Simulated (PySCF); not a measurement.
## The first ionisation energy along group 11

All values are computed (PySCF 2.14, energy differences of UHF-based or UKS calculations, no spin-orbit coupling). Values in eV. The last column holds reference values (NIST; (s) semi-empirical, (t) theoretical, else measured). Unmarked ones compare directly (S terms, centres of terms, or small fine structure); those marked * lie between the lowest fine-structure levels and include a spin-orbit shift.

| element | configurations | SCS-MP2 (valence and next inner shell) | PBE | PBE0 | r2SCAN | PW91 | CCSD(T) (valence) | reference |
| --- | --- | --- | --- | --- | --- | --- | --- | --- |
| Cu (def2-QZVPPD, non-relativistic) | [Ar] 3d10 4s1 → [Ar] 3d10 | 7.319 | 8.144 | 7.747 | 8.017 | 8.212 | 7.454 | 7.726 |
| Ag (def2-QZVPPD with the def2 core potential (28 electrons), ECP) | [Kr] 4d10 5s1 → [Kr] 4d10 | 7.392 | 8.026 | 7.693 | 7.894 | 8.098 | 7.420 | 7.576 |
| Au (def2-QZVPPD with the def2 core potential (60 electrons), ECP) | [Xe] 4f14 5d10 6s1 → [Xe] 4f14 5d10 | 9.075 | 9.533 | 9.216 | 9.491 | 9.603 | 8.993 | 9.226 |

```csv
method,elements,mean error (eV),mean absolute error (eV),largest error (eV)
SCS-MP2 (valence and next inner shell),3,-0.247,0.247,-0.408
PBE,3,0.392,0.392,0.450
PBE0,3,0.043,0.049,0.117
r2SCAN,3,0.291,0.291,0.318
PW91,3,0.462,0.462,0.522
CCSD(T) (valence),3,-0.221,0.221,-0.272
```

Errors include the incompleteness of the basis and the frozen core.

"Valence" correlates the outer s and p shells and, in groups 3 to 12 and the f block, the outer d or f shell, open or full, or the next shell where the ion has no valence electron left; the wider scheme adds the next inner shell.
